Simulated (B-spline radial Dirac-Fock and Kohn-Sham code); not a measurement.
Photoionisation of lanthanum ions at Ag Lα (2984.4 eV)

Method: the independent-particle Dirac-Slater model, thresholds from Dirac-Fock. Computed with a radial B-spline solver. Cross sections in kb; a dash marks an empty subshell or a threshold above the photon energy.

```tsv
ion	configuration	total	3s	3p1/2	4s	4p3/2	5p3/2
La	[Xe] 5d1 6s2	217.0	19.1	25.2	4.82	10.3	1.56
La³⁺	[Kr] 4d10 5s2 5p6	217.0	19.1	25.2	4.82	10.3	1.67
La⁷⁺	[Kr] 4d10 5s2 5p2	216.2	19.1	25.2	4.86	10.4	0.732
```
